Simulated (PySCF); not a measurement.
An excited-state job on FGa, `[F][Ga]` [singlet].

Computed with TDDFT CAM-B3LYP/def2-SVPD, vertical, gas phase, core orbitals frozen in the response (PySCF 2.14.0, density-fitted response routines). Geometry: GFN2-xTB. A driver script takes a list of jobs; this job's settings line and coordinates (Å) are shown.

Input:
```
{"job": {"kind": "uv", "xc": "CAM-B3LYP", "basis": "def2-SVPD", "nstates": 8, "ntriplets": 3}, "charge": 0, "multiplicity": 1}
F      0.900536    -0.003454    -0.002167
Ga    -0.897779     0.004722    -0.011982
```

Output:
```
coarse grid: 12720 points
cycle   1  E = -2024.4382824016  dE = -5.967e-01  |g| = 7.293e-01  |ddm| = 1.099e+00
cycle   2  E = -2024.2086584331  dE =  2.296e-01  |g| = 1.412e+00  |ddm| = 1.267e+00
cycle   3  E = -2024.5335369059  dE = -3.249e-01  |g| = 9.878e-02  |ddm| = 7.530e-01
cycle   4  E = -2024.5344568005  dE = -9.199e-04  |g| = 4.357e-02  |ddm| = 9.312e-02
cycle   5  E = -2024.5346931707  dE = -2.364e-04  |g| = 2.249e-03  |ddm| = 2.763e-02
cycle   6  E = -2024.5346961311  dE = -2.960e-06  |g| = 7.585e-04  |ddm| = 7.599e-03
final grid: 24896 points
cycle   7  E = -2024.5345766352  dE =  1.655e-08  |g| = 1.071e-03  |ddm| = 1.913e-03
cycle   8  E = -2024.5345763874  dE =  2.478e-07  |g| = 1.670e-03  |ddm| = 1.390e-03
cycle   9  E = -2024.5345768285  dE = -4.411e-07  |g| = 2.272e-05  |ddm| = 8.504e-04
cycle  10  E = -2024.5345768289  dE = -4.702e-10  |g| = 7.286e-06  |ddm| = 1.064e-04
converged SCF energy = -2024.5345768289

Static polarisability (au): isotropic 32.251, principal 31.377 31.377 33.999

Singlet excitations
state   eV       nm        f      main configurations
  1   5.8318    212.6   0.26353   H->L 0.78, H->L+1 0.20
  2   5.8318    212.6   0.26352   H->L+1 0.78, H->L 0.20
  3   7.6562    161.9   0.38723   H->L+3 0.85
  4   7.6975    161.1   0.00000   H-1->L 0.49, H-2->L+1 0.49
  5   7.7875    159.2   0.00000   H-2->L+1 0.34, H-1->L 0.34, H-2->L 0.15
  6   7.7876    159.2   0.00000   H-2->L 0.34, H-1->L+1 0.34, H-2->L+1 0.15
  7   7.9347    156.3   0.00536   H->L+2 0.99
  8   8.8699    139.8   0.36824   H-2->L 0.40, H-1->L+1 0.40, H->L+3 0.14

Triplet excitations (Tamm-Dancoff, eV): 3.9793 3.9793 6.4022
```

The SCF starts on a coarse grid where the log names one; the energy can jump when the final grid takes over, and dE then counts from the start density on the new grid. H and L stand for HOMO and LUMO; the number after each pair is its weight.

Problem. Give S1 in cm⁻¹ and kJ/mol.

Solution. 5.8318 eV × 8065.54 = 47037 cm⁻¹; × 96.485 = 562.7 kJ/mol.

Problem. How does the lowest singlet excitation compare with the HOMO–LUMO gap?

Solution. HOMO -9.31 eV and LUMO -0.57 eV give a gap of 8.74 eV; S1 at 5.83 eV lies 2.91 eV below it.

Main results: HOMO -9.31 eV, LUMO -0.57 eV; lowest singlet 5.83 eV; lowest triplet 3.98 eV (Tamm–Dancoff); mean polarisability 32.3 au.

 Relativistic effects, spin–orbit coupling among them, are left out although an element past zinc is present.

The run took 1.4 s wall on one thread, Arm Neoverse V2, shared host.
Labels such as C1 count atoms from 1, the log's own numbers from 0.
